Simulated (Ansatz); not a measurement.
Calculated with Ansatz (gas phase, PBE0-D4/def2-TZVP geometries, no zero-point term in ΔE). CCSD(T)/CBS is the MP2 limit (def2-TZVPP, def2-QZVPP) plus CCSD(T) − MP2 in def2-TZVPP, frozen cores. Functionals use def2-TZVPP. Each species was taken in one conformer, which may not be the lowest.

`C[SiH2]CC=S` + `CSS` → `C[SiH2]SSC` + `CC=S`  (ligand exchange at the Si–C bond)

| species | B2PLYP energy (Eh) |
| --- | --- |
| `C[SiH2]CC=S` | -806.51245 |
| `CSS` | -836.64514 |
| `C[SiH2]SSC` | -1166.55346 |
| `CC=S` | -476.62719 |

(1) Work out ΔE.

Largest T1 diagnostic among the species: 0.016.

Answers

(1) ΔE = (-1166.55346) + (-476.62719) − (-806.51245) − (-836.64514) = -0.02306 Eh = -60.5 kJ/mol. CCSD(T)/CBS gives -63.2 kJ/mol.

Leaving LDA and LC-ωPBE aside and taking each functional with its dispersion term where it has one, the values, not all of them listed here, spread over 4.1 kJ/mol, from BHLYP-D4 to CAM-B3LYP-D4.
